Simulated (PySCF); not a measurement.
C4H12AlP.
Bonds: C1–C2 (double), C2–P3, P3–C4, P3–C5, P3–Al6. Hydrogens: H7, H8 on C1; H9 on C2; H10, H11, H12 on C4; H13, H14, H15 on C5; H16, H17, H18 on Al6.

Computed with PBE0-D3(BJ)/def2-SVP geometry optimisation, gas phase (PySCF).

Question: What internal coordinates does the optimisation give?

Answer: 
```csv
bond,length (Å)
C1=C2,1.335
C2–P3,1.806
"P3–C4, P3–C5",1.825
P3–Al6,2.464
C1–H7,1.094
C1–H8,1.094
C2–H9,1.097
C4–H10 and 5 like bonds,1.100
"Al6–H16, Al6–H17, Al6–H18",1.609
```

Bonds in one row agree within 0.01 Å and their mean is given. A selection of angles:
```csv
angle,degrees
C2–C1–H7,120.9
C2–C1–H8,122.5
H7–C1–H8,116.5
C1–C2–P3,126.0
C1–C2–H9,119.8
P3–C2–H9,114.0
C2–P3–C4,104.0
C2–P3–C5,106.0
C2–P3–Al6,114.9
C4–P3–C5,105.0
C4–P3–Al6,112.6
P3–C4–H10,108.6
P3–C4–H11,111.5
H10–C4–H11,110.1
H10–C4–H12,108.0
P3–C5–H15,108.0
P3–Al6–H16,99.8
P3–Al6–H17,96.6
H16–Al6–H17,117.2
H16–Al6–H18,118.6
```

Torsions: C1–C2–P3–C4 -122° (anticlinal). The mirror-image conformer, all signs reversed, is as good.

Al6 (aluminium bonded to P and 3 H) has angles from 96.6° to 118.6°. Of the pairs four or more bonds apart, C5···H8 is among the closest relative to their van der Waals radii: 2.74 Å, 95 % of the sum of Bondi's values. P3 (phosphorus bonded to Al and 3 C) is distorted tetrahedral (angles from 104.0° to 114.9°). The 3 C–P bonds span 1.806 Å (C2–P3, drawn single) to 1.828 Å (P3–C4, drawn single), a spread of 0.022 Å.

Point group: C1 (no symmetry element, even within 0.4 Å). Stationary, but not proved a minimum. The numbers are those of one conformer.

Hardware: one thread of an Arm Neoverse V1, shared host with 32 logical CPUs at a one-minute load of 29. Cost: 87 s of wall time, 0.66 GiB resident at most. That covers the optimisation of the geometry.
